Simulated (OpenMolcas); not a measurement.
In I: effect of correlating more closed shells

```yaml
Program: OpenMolcas 26.06
Basis: ANO-R3 [8s7p5d3f2g1h]
Scalar_Hamiltonian: X2C, finite nucleus
Active_space: 1 electron in 9 orbitals (RAS2 5p; RAS3 5d 6s, at most 1 electron)
State_averaging: 2S+1 = 2 odd, 3 roots; 2S+1 = 2 even, 1 root
Spin-orbit_coupling: RASSI with atomic mean-field integrals over the reference wave functions, term energies averaged over their components
```

Methods on the same reference wave functions:
A. RASSCF
B. SS-RASPT2, IPEA 0.25 Eh, imaginary shift 0.1 Eh (closed shells correlated: 5s)
C. SS-RASPT2, IPEA 0.25 Eh, imaginary shift 0.1 Eh (closed shells correlated: 4d 5s)

Energies in cm⁻¹ above 5s² 5p ²P°_1/2, the measured ground level; measured values from NIST Handbook of Basic Atomic Spectroscopic Data.

```json
{"Level": "5s² 5p ²P°_1/2", "A": "0.0", "B": "0.0", "C": "0.0", "Measured": "0.0"}
{"Level": "5s² 5p ²P°_3/2", "A": "1887", "B": "1887", "C": "1887", "Measured": "2213"}
{"Level": "5s² 6s ²S_1/2", "A": "23594", "B": "24258", "C": "24152", "Measured": "24373"}
```

Deviations, from unrounded energies. A percentage is the sum of absolute deviations over the sum of measured energies, with the sign that they share, or ± where signs differ.

```json
{"Against measurement": "mean absolute deviation (cm-1)", "Levels": "2", "A": "550", "B": "220", "C": "270"}
{"Against measurement": "fine structure of the ground term (%)", "Levels": "1", "A": "-14.7", "B": "-14.7", "C": "-14.7"}
{"Against measurement": "other configurations (%)", "Levels": "1", "A": "-3.2", "B": "-0.5", "C": "-0.9"}
```

B lies closest to measurement on these levels and A furthest from it. The largest miss of B in the table is 5s² 5p ²P°_3/2, by -330 cm-1. The ranking rests on the paired levels alone, and a cruder setting can come out closer through cancelling errors.

Between B and C the level of the table that moves most is 5s² 6s ²S_1/2, by 110 cm-1 (lowest in C, highest in B).

The lowest spin-free term lies below A's lowest term by 0.032 hartree in B, 0.510 hartree in C.

What an inner shell adds also hangs on whether the basis holds functions to correlate it.

ANO sets are built for valence states and can reach diffuse excited orbitals poorly, and with the s shell closed the s pⁿ⁺¹ terms that mix with these levels are absent. No level of 5s² 5d was computed, though it lies in the active space. With one active electron the reference holds no correlation, so core polarisation is missing (holds for A). With one active electron, CASPT2 adds the correlation within the correlated inactive shells and between them and that electron, and leaves the splitting within a term as the reference gives it (holds for B; C). Measured partners are found by configuration, term and J. A level has none where our copy of the source lacks it or the pairing is in doubt (some pairs that miss far off the trend of their configuration count as doubtful), and it then counts in no deviation. Levels of configurations outside the active space are missing.

° marks odd parity.
